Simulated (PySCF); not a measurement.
Dipole response of I⁵²⁺ (iodine, charge +52)

1s1, 2S determinant. All numbers are calculated (PySCF 2.14, scalar relativity by spin-free X2C-1e, in an uncontracted even-tempered set (17 s from 110 bohr⁻², ratio 2.2; 7 p from 170 bohr⁻², ratio 2.4; 4 d from 500 bohr⁻², ratio 2.4; 3 f from 750 bohr⁻², ratio 2.4; 3 g from 1100 bohr⁻², ratio 2.4)). Coupled (time-dependent) response in atomic units; α is the mean over directions.

```csv
method,mean α (bohr³),C₆ (like pair),S(−4)
UHF,4.836e-07,2.193e-10,3.324e-13
```

S(−4) is the Cauchy moment in α(ω) = α(0) + S(−4) ω² + …

α(iu) at UHF:

```csv
u (hartree),α(iu) (bohr³)
0,4.836e-07
100,4.803e-07
200,4.707e-07
400,4.361e-07
600,3.892e-07
800,3.391e-07
1000,2.918e-07
1500,1.989e-07
2000,1.391e-07
3000,7.606e-08
5000,3.162e-08
```

For a non-relativistic one-electron ion the exact value is 9/(2Z⁴) = 5.703e-07 bohr³; Hartree-Fock is exact here up to the basis and relativity.

For an ion, C₆ is the dispersion term alone; charge-induced terms of lower order in 1/R come first.
